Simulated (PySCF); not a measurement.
Radial density of Pr⁴³⁺ (praseodymium, charge +43)

BHandHLYP, [Ne] 3s2 3p4, high-spin 3P determinant. Calculation: PySCF 2.14, in an even-tempered Gaussian basis (18 s from 8 bohr⁻², ratio 2.5; 12 p from 10 bohr⁻², ratio 2.5; 4 d from 46 bohr⁻², ratio 2.7; 4 f from 68 bohr⁻², ratio 2.7); scalar relativity by spin-free X2C-1e.

```
r (bohr)  4πr²ρ (e/bohr)  4πr²(ρα − ρβ)
  0.0202           75.72         0.9069
  0.0340           66.15         2.6774
  0.0573           88.11         3.7976
  0.0963           75.00         0.3420
   0.162           31.05         5.3329
   0.272           27.12         8.6886
   0.458           1.880         0.6123
   0.771        0.004101         0.0012
```

Densities and radii are taken from the X2C orbitals without a picture-change correction, which distorts them close to the nucleus.

Spin-orbit coupling is strong in this species (close to jj coupling), so the high-spin LS determinant is a model state, not a physical level.
